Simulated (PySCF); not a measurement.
Species: sum formula H9Si4O (charge -1, singlet). It need not be the lowest isomer of its formula. Whether it binds its extra electron was not tested at this geometry. SMILES: O[Si]([SiH2-])([SiH3])[SiH3]
Structure (B3LYP-D3(BJ)/def2-TZVP (Ansatz) minimum search):
```xyz
14

O     -0.3978    -0.0228    -1.9748
Si     0.0473    -0.1133    -0.3288
Si     1.7381    -1.6158     0.2945
Si    -1.9802    -0.4963     0.8208
Si     0.5381     2.1145     0.2834
H      0.1458    -0.6482    -2.4659
H      2.6243    -1.1151    -0.8539
H      1.0676    -2.7290    -0.5217
H     -2.4770    -1.8985     0.6818
H     -3.1187     0.3632     0.3688
H     -1.8621    -0.2518     2.2888
H     -0.4581     3.1216    -0.1989
H      1.8531     2.5908    -0.2422
H      0.6012     2.3021     1.7632
```
Charge -1, spin multiplicity 1.

Dispersion corrections to the total energy (kcal/mol) from the dftd3 and dftd4 libraries through PySCF: D3(BJ) without and D4 with the three-body term, each with the damping fitted for the functional named.

```
functional  D3(BJ)      D4
----------  ------  ------
PW6B95       -6.62     [?]
revPBE      -21.39  -26.90
HF             [?]  -32.15
PBE0         -8.91   -9.46
CAM-B3LYP      [?]   -9.89
TPSS        -12.54  -14.51
HSE06        -7.95   -8.98
```

### Question
Complete the blanks.

### Answer

- PW6B95, D4: -8.17
- HF, D3(BJ): -63.89
- CAM-B3LYP, D3(BJ): -9.25
